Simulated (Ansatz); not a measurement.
The first iterations of a band of C2H9NSeSi (14 atoms, charge 0, multiplicity 1).

Method: RKS PBE0-D4/def2-SVP in Ansatz 0.2.0.

| Item | Value |
| --- | --- |
| movable images | 9 |
| climbing image | yes |
| spring | 5.0 eV/Å² |
| optimiser | quadratic models (default) |
| start path | straight line |
| force threshold | 0.05 eV/Å |
| iteration limit | 21 |
| end points | relaxed |

First end point:

```xyz
14
Properties=species:S:1:pos:R:3
C -1.504 0.144 0.106
C -0.325 -0.777 0.323
N -0.618 -1.790 1.269
Se 1.323 0.302 0.891
Si 1.740 1.342 -1.081
H -1.293 0.903 -0.661
H -1.763 0.673 1.036
H -2.375 -0.450 -0.214
H -0.010 -1.243 -0.623
H 0.157 -2.432 1.410
H -0.894 -1.409 2.171
H 1.583 0.365 -2.205
H 0.821 2.493 -1.349
H 3.144 1.848 -1.045
```

Last end point:

```xyz
14
Properties=species:S:1:pos:R:3
C -1.479 0.417 0.440
C -0.341 -0.579 0.408
N -0.516 -1.580 1.421
Se 1.403 0.306 0.826
Si 1.859 1.046 -1.274
H -1.330 1.224 -0.291
H -1.568 0.861 1.442
H -2.430 -0.089 0.195
H -0.221 -0.977 -0.620
H 0.132 -2.355 1.301
H -1.465 -1.949 1.406
H 1.819 -0.081 -2.258
H 0.894 2.091 -1.741
H 3.230 1.633 -1.228
```

| iteration | highest image above the first end (eV) | largest band force component (eV/Å) |
| --- | --- | --- |
| 1 | 4.256 | 31.545 |
| 2 | 0.254 | 1.324 |

Does the band converge within its limit, and where does its top end?

It converged. It ended after 8 iterations with the highest image 0.189 eV above the first end. Another band between the same ends (9 images) ends at a top of the same energy, where a vibrational analysis finds 1 clearly imaginary mode.

The run took 5.4 min on 2 threads of Intel(R) Xeon(R) Platinum 8375C CPU @ 2.90GHz (Ice Lake), on a shared host, peak memory 0.41 GiB.
